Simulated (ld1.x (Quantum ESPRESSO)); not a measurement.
**Ar, TM: configuration errors across variants**

- Element: Ar (Z = 18)
- Generator: ld1.x (Quantum ESPRESSO) 7.5
- Type: norm-conserving Troullier–Martins (Kleinman–Bylander form)
- Functional: PBE
- Relativity: non-relativistic
- Frozen core: [Ne]
- Valence charge: 8
- Reference configuration: 3s2 3p6
- Partial waves: 3s (bound): rc 1.10 bohr; 3p (bound): rc 1.45 bohr
- Local potential: all-electron potential smoothed inside 1.40 bohr (lloc = -1)
- Core correction: a·sin(br)/r model core, default radius (core density twice the valence density)

All-electron excitation energies from the reference (eV): (1) 3s2 3p5 16.074; (2) 3s2 3p4 44.745; (3) 3s2 3p3 87.332; (4) 3s1 3p6 30.431; (5) 3s2 3p2 144.958; (6) 3s2 3p5.5 6.555.

The default core radius of the base comes out at 0.72 bohr.

1 further variants failed, have other tests or another functional or relativity, and are left out.

A true bound ghost makes a file unfit for plane-wave use even where its test errors are small: the radial tests pick states by their node count and pass the ghost by.

Errors AE − PS in meV (a dash: test not solved or not reliable):

```csv
change,(1),(2),(3),(4),(5),(6),bound ghosts
base,+5.6,+34,+110,+8.3,+264,+1.1,none
local potential all-electron potential smoothed inside 0.78 bohr (lloc = -1),+4.5,+25,+72,+8.9,+152,+0.9,s
wave 3p (bound): rc 1.45 bohr becomes 3p (bound): rc 1.50 bohr,+5.6,+34,+108,+9.1,+258,+1.1,none
core correction none,+4.8,+30,+98,+6.4,+242,+0.9,none
local potential all-electron potential smoothed inside 1.00 bohr (lloc = -1),+6.7,+41,+131,+10,+315,+1.3,none
"all radii but the core radius scaled by about 1.09 (s 1.20, p 1.58 bohr); local potential all-electron potential smoothed inside 1.54 bohr (lloc = -1)",+4.8,+29,+94,+9.1,+223,+0.9,none
"type ultrasoft; waves now 3s (bound): rcut 0.95, rcutus 1.10 bohr; 3s channel at -1.1 Ry: rcut 0.95, rcutus 1.10 bohr; 3p (bound): rcut 1.25, rcutus 1.45 bohr; 3p channel at -0.4 Ry: rcut 1.25, rcutus 1.45 bohr; local potential all-electron potential smoothed inside 1.25 bohr (lloc = -1); augmentation built from norm-conserving waves at rcut, not smoothed further",+1.7,+14,+53,-1.0,+147,+0.3,none
```

**Question.** Give the same row for: wave 3s (bound): rc 1.10 bohr becomes 3s (bound): rc 0.70 bohr.

**Answer.** +5.9, +37, +122, +15, +298, +1.1; bound ghosts: not determined.
